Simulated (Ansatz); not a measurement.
Consider the isomerisation: `[OH][SnH2][NH][SiH3]` → `N[SiH2][O][SnH3]`.

Isolated molecules relaxed with PBE0-D4/def2-TZVP in Ansatz; ΔE leaves out vibrations. CCSD(T)/CBS is the MP2 limit (def2-TZVPP, def2-QZVPP) plus CCSD(T) − MP2 in def2-TZVPP, frozen cores. DFT in def2-TZVPP. B3LYP here is the variant with VWN-RPA as its local correlation; programs differ in this. Elements past krypton have def2 core potentials. For Sn outer-core shells are correlated without core-valence functions, which leaves a few kJ/mol of doubt a bond. Each species was taken in one conformer, which may not be the lowest.

| level | ΔE (kJ/mol) | difference from CCSD(T)/CBS |
| --- | --- | --- |
| PBE-D4 | -105.3 | 2.6 |
| PBE0-D4 | -111.3 | -3.4 |
| B3LYP-D4 | -114.2 | -6.3 |
| ωB97X-V | -112.5 | -4.6 |
| B2PLYP | -111.7 | -3.8 |
| PBE | -104.3 | 3.6 |
| r2SCAN | -115.1 | -7.2 |
| PBE0 | -110.4 | -2.5 |
| B3LYP | -112.6 | -4.7 |
| MP2/def2-TZVPP | -108.7 | -0.8 |
| SCS-MP2/def2-TZVPP | -109.1 | -1.2 |
| CCSD/def2-TZVPP | -112.7 | -4.8 |
| CCSD(T)/def2-TZVPP | -110.2 | -2.3 |
| HF/def2-QZVPP | -123.6 | -15.7 |
| MP2/def2-QZVPP | -107.4 | 0.5 |
| SCS-MP2/def2-QZVPP | -108.1 | -0.2 |
| CCSD(T)/CBS | -107.9 | 0 |

Largest T1 diagnostic among the species: 0.013.

In def2-TZVPP, CCSD(T) changes the Hartree–Fock value by +13.2 kJ/mol (the triples alone add +2.5 kJ/mol) and MP2 by +14.7 kJ/mol. From PBE to PBE0 (25 % exact exchange), in def2-TZVPP and without D4, ΔE moves by −6.2 kJ/mol.
